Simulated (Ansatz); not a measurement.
## A rate constant, worked out

An elementary step of BH6ClO2, singlet (BH₂Cl ([BH2][Cl]) + H₂O + H₂O → BH₃O ([BH2][OH]) + HCl + H₂O; B–Cl, H–O, H–O broken or loosened, B–O, Cl–H, H–O formed or tightened). The start structure is the complex of the reactants, bound by 1.17 eV, and the electronic barrier above it is 0.582 eV by CCSD(T) at an estimated basis limit (MP2 extrapolated from triple and quadruple zeta, plus CCSD(T) − MP2 in triple zeta). Computed with Ansatz 0.2.0 (basis: def2-TZVPP and def2-QZVPP); correlated methods freeze the cores. Extrapolation: Hartree–Fock as exp(−7.88 √X), correlation as X^−2.97. Harmonic wavenumbers at PBE0-D4/def2-TZVP (Ansatz 0.2.0), in cm⁻¹:

Start: 109, 167, 255, 262, 342, 419, 506, 594, 612, 697, 756, 897, 1018, 1120, 1190, 1259, 1628, 1695, 2557, 2640, 2936, 3607, 3840, 3909.

Saddle: 381i, 128, 226, 363, 427, 453, 501, 600, 693, 781, 897, 927, 1045, 1095, 1186, 1217, 1251, 1522, 1692, 2572, 2669, 2840, 3862, 3883.

**Question.** Work out the transition-state-theory rate constant at 700 K from these numbers alone (harmonic vibrations; rotation, path degeneracy and anharmonicity left out), and the Wigner tunnelling factor. Use 1 cm⁻¹ = 1.2398 × 10⁻⁴ eV and k_B = 8.617 × 10⁻⁵ eV/K.

**Answer.** Zero-point energies, half the sums: start 33015/2 cm⁻¹ = 2.0467 eV; saddle, real modes only, 30830/2 cm⁻¹ = 1.9112 eV.
Barrier with zero-point energy: 0.582 + 1.9112 − 2.0467 = 0.4465 eV.
k_BT = 0.06032 eV, so the barrier is 7.40 k_BT.
Vibrational partition functions from the zero-point level, ln q = −Σ ln(1 − exp(−hν/k_BT)): start 8.136, saddle 6.335.
k = (k_BT/h) exp(ln q‡ − ln q) exp(−E0/k_BT), with log₁₀(k_BT/h in s⁻¹) = 13.16: log₁₀ k = 13.16 + (-1.801 − 7.40)/2.3026 = 9.16, so k ≈ 1 × 10^(9) s⁻¹.
Wigner factor: 1 + (hν‡/k_BT)²/24 = 1 + (0.78)²/24 = 1.03. A change of 1 kcal/mol (0.043 eV) in the barrier would change k by a factor of 2.1 at this temperature.

The T1 diagnostic stays at or below 0.012.

The step is the kind of ligand exchange by which a precursor binds to a hydroxyl group, or is hydrolysed, in atomic layer deposition of oxides.

Labels in which every atom is bracketed show which atoms are joined, not bond orders.

For scale, one of the runs: CCSD(T)/def2-TZVPP, 219 basis functions, launched by `ansatz run in.yaml --threads 4 --pin off --events-out ev --progress --plain --max-ram 9574MiB`. The run took 77 s on 4 CPU threads of an Arm Neoverse V1 (shared host), with 3.4 GiB of host memory at its peak.
